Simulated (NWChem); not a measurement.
System: C$_{2}$H$_{4}$BFO$_{2}$; SMILES FB1OCCO1

NWChem input:

```
start job
memory heap 200 mb stack 900 mb global 1100 mb
geometry units angstroms noautoz
  F     -0.000000     0.000000    -2.095331
  B     -0.000000    -0.000000    -0.771867
  O     -0.039760    -1.153398    -0.037333
  C     -0.114308    -0.769035     1.342803
  C      0.114308     0.769035     1.342803
  O      0.039760     1.153398    -0.037333
  H     -1.100891    -1.043499     1.733001
  H      0.647725    -1.311218     1.910633
  H      1.100891     1.043499     1.733001
  H     -0.647725     1.311218     1.910633
end
basis spherical
  * library def2-tzvp
end
dft
  xc b3lyp
  iterations 150
  semidirect filesize 400000000
  mulliken
end
task dft energy
```

All runs use the structure optimised with B3LYP/6-31G* (spherical d).

Problem. Predict the main results of this run. (B3LYP/def2-TZVP.) Quantities: energy (Ha); highest occupied level (eV); orbital gap (eV); dipole (D).

Solution. 
```
Item                           Value
---------------------------  -------
energy (Ha)                  -354.06
highest occupied level (eV)    -8.17
orbital gap (eV)                8.44
dipole (D)                      3.37
```
